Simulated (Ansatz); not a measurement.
Cl2Hg (SMILES [Cl][Hg][Cl]) moved off its minimum; all values from Ansatz (an electronic-structure program), cores frozen in correlated methods. Elements past Kr take the def2 small-core potentials, without spin–orbit coupling.
(charge 0, multiplicity 1)
```xyz
3

Hg     0.0046     0.0497     0.0118
Cl     0.0024     0.0109    -2.2856
Cl     0.0045     0.0277     2.3060
```

Forces at B3LYP/def2-TZVPP (eV/Å):

| atom | Fx | Fy | Fz |
|---|---|---|---|
| Hg1 | -0.002 | -0.058 | -0.047 |
| Cl2 | 0.001 | 0.030 | 0.191 |
| Cl3 | 0.001 | 0.028 | -0.144 |

Problem. Give the forces (eV/Å), the total energy and the dipole at CCSD(T)/def2-TZVPPD.

Solution. 
| atom | Fx | Fy | Fz |
|---|---|---|---|
| Hg1 | -0.003 | -0.066 | -0.047 |
| Cl2 | 0.001 | 0.035 | 0.501 |
| Cl3 | 0.001 | 0.031 | -0.454 |
Energy -1072.4590 hartree, dipole 0.08 D.
